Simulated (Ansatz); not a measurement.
Ga(H2O)H3 (GaOH5) was relaxed with r2SCAN-D4 (def2-TZVP) in Ansatz in these states: charge +1 doublet, neutral singlet. The geometries follow in no particular order.

A:

```csv
atom,x (Å),y (Å),z (Å)
Ga1,-0.5706,0.7742,-0.1054
O2,0.5264,-1.1138,-0.0923
H3,0.5260,-1.4831,0.8001
H4,1.4518,-0.9501,-0.3150
H5,-0.2770,1.1254,-1.6041
H6,0.2988,1.4761,1.0054
H7,-1.9553,0.1713,0.3113
```

B:

```
atom   x (Å)   y (Å)   z (Å)
 Ga1  -0.307   0.458   0.698
  O2   0.031  -0.494  -1.019
  H3   0.839  -0.968  -1.267
  H4  -0.612  -0.554  -1.741
  H5  -1.713   1.022   0.568
  H6   1.209   1.029   1.028
  H7   0.551  -0.493   1.733
```

Q: Judge from the bond lengths which geometry belongs to which state (an estimate).

A: A is the neutral singlet (Ga1–O2 2.184 Å, Ga1–H7 1.567 Å, Ga1–H6 1.576 Å); B is the charge +1 doublet (Ga1–O2 1.992 Å, Ga1–H7 1.647 Å, Ga1–H6 1.653 Å).
